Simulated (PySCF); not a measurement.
An unknown is described by computed data only.

Formula: C4H12O4Si.

* 13C NMR: chemical shifts (computed TMS as zero) by class: 53.8 (4 C) ppm [GIAO KT2/pcSseg-1]
* Triplet: lowest triplet excitation (Tamm–Dancoff): 7.81 eV [TDA wB97X-D/def2-SVPD]
* NMR, other nuclei: isotropic shieldings of nuclei other than C and H, by class: 304 (4 O), 442 (1 Si) ppm [GIAO KT2/pcSseg-1]
* UV, first state: lowest singlet excitation: 7.96 eV (156 nm, f = 0.001) [TDDFT wB97X-D/def2-SVPD]
* Rotational structure: rotational constants A, B, C: 1.188, 1.173, 1.136 GHz [PBE0-D3(BJ)/def2-SVP]
* 1H NMR: chemical shifts (computed TMS as zero) by class: 3.67 (12 H) ppm [GIAO KT2/pcSseg-1]
* XPS: Si2p3/2 107.9, C1s 292.2 (×4), O1s 538.0 (×4), Si1s 1848.2 eV [ΔSCF SCAN, pcX-2 on the ionised atom, pcseg-1 elsewhere, spin-free X2C, 2p3/2 from a spin–orbit splitting computed afterwards within the 2p shell]

The electronic properties come from PySCF, for the isolated species, density fitting. Levels stand in brackets. NMR shifts are as computed; neighbouring signals can stand in another order in a measured spectrum. One conformer (not necessarily the lowest) at the PBE0-D3(BJ)/def2-SVP geometry, without solvent, vibrations or thermal averaging. NMR classes are plain means over equivalent atoms (diastereotopic ones count apart unless rotation or inversion swaps them), as if these changed places fast.

Q: Propose a structure and show how it fits.

A: 4 carbons fall into 1 class: carbon bonded to O and 3 H (53.8 ppm, 4 C). All hydrogens form one class (3.67 ppm): hydrogen on carbon. The other shieldings belong to: 304 ppm, oxygen bonded to C and Si; 442 ppm, silicon bonded to 4 O. The core levels belong to: Si2p3/2 107.9 eV, silicon bonded to 4 O; C1s 292.2 eV, carbon bonded to O and 3 H; O1s 538.0 eV, oxygen bonded to C and Si; Si1s 1848.2 eV, silicon bonded to 4 O. One atom of each topological class was ionised and stands for its class. By its constants the optimised geometry is an asymmetric top. Structure: Si(OMe)4 (`CO[Si](OC)(OC)OC`). The assignments are read from this structure; whether some other isomer fits the data as well wasn't checked.
